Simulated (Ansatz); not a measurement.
This geometry of C3H10FNSi (16 atoms, charge 0, multiplicity 1) is a first-order saddle point.

The calculation used RKS PBE/def2-SVP (Ansatz).

```xyz
16
Properties=species:S:1:pos:R:3
C -0.690 -1.440 1.121
Si 0.381 0.070 0.719
C 1.161 -0.097 -1.014
N 0.086 -0.116 -2.015
C -0.695 1.669 0.716
F -0.318 2.546 1.735
H -1.511 -1.558 0.383
H -1.157 -1.335 2.122
H -0.094 -2.376 1.124
H 1.469 0.214 1.753
H 1.890 -0.948 -1.059
H 1.770 0.823 -1.161
H -0.413 -1.014 -1.977
H 0.469 -0.057 -2.967
H -0.596 2.177 -0.272
H -1.775 1.420 0.835
```

(1) Which two structures does it join? (They come from a converged band through this point; their orientation in space is the band's.)

(2) How far does it lie above each of them?

## Answers

(1) No bond is made or broken. The dihedral C1–Si2–C5–F6 goes from 52 to 178°.

Image 0:

```xyz
16
Properties=species:S:1:pos:R:3
C -0.671 -1.375 1.151
Si 0.425 0.090 0.675
C 1.143 -0.083 -1.086
N 0.049 -0.188 -2.061
C -0.652 1.671 0.751
F -1.289 1.738 1.998
H -1.455 -1.557 0.387
H -1.186 -1.144 2.105
H -0.089 -2.309 1.288
H 1.558 0.218 1.663
H 1.908 -0.903 -1.113
H 1.713 0.853 -1.284
H -0.427 -1.092 -1.954
H 0.418 -0.187 -3.021
H -0.048 2.595 0.601
H -1.420 1.649 -0.056
```

Image 6:

```xyz
16
Properties=species:S:1:pos:R:3
C -0.779 -1.459 1.050
Si 0.341 0.038 0.746
C 1.154 -0.019 -0.977
N 0.112 -0.233 -1.990
C -0.674 1.660 0.790
F 0.207 2.736 0.601
H -1.556 -1.538 0.262
H -1.296 -1.386 2.029
H -0.193 -2.401 1.052
H 1.408 0.116 1.809
H 2.025 -0.723 -1.007
H 1.580 1.000 -1.110
H -0.189 -1.215 -1.983
H 0.481 -0.065 -2.935
H -1.420 1.660 -0.038
H -1.225 1.807 1.746
```

(2) 0.099 eV above the first and 0.105 eV above the second. This is the barrier of this one path; another mechanism may lie lower.

Time of the run: 2.4 min on 2 threads of Arm Neoverse V1, on a shared host, peak memory 0.19 GiB.
